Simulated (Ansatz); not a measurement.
Compare A (`C/C([SiH3])=C\N`) with its isomer B (`CCC(=N)[SiH3]`).

Computed with Ansatz on PBE0-D4/def2-TZVP structures; ΔE is electronic, products minus reactants. CCSD(T)/CBS is the MP2 limit (def2-TZVPP, def2-QZVPP) plus CCSD(T) − MP2 in def2-TZVPP, frozen cores. DFT in def2-TZVPP. B3LYP here is the variant with VWN-RPA as its local correlation; programs differ in this. One conformer a species, not always the lowest.

Question: Which is lower in electronic energy at CCSD(T)/CBS, and by how much? (Estimate.)

Answer: Ansatz gave: A, by 5.1 kcal/mol.

Question: Give E(B) − E(A) in kcal/mol with B2PLYP, CCSD(T)/def2-TZVPP, B3LYP, CCSD/def2-TZVPP, B3LYP-D4, MP2/def2-TZVPP, ωB97M-V. (Best estimate.)

Answer: Computed: B2PLYP 6.0, CCSD(T)/def2-TZVPP 4.0, B3LYP 6.5, CCSD/def2-TZVPP 3.9, B3LYP-D4 6.4, MP2/def2-TZVPP 6.1, ωB97M-V 5.7. None reverses the order clearly.

Largest T1 diagnostic: 0.012.
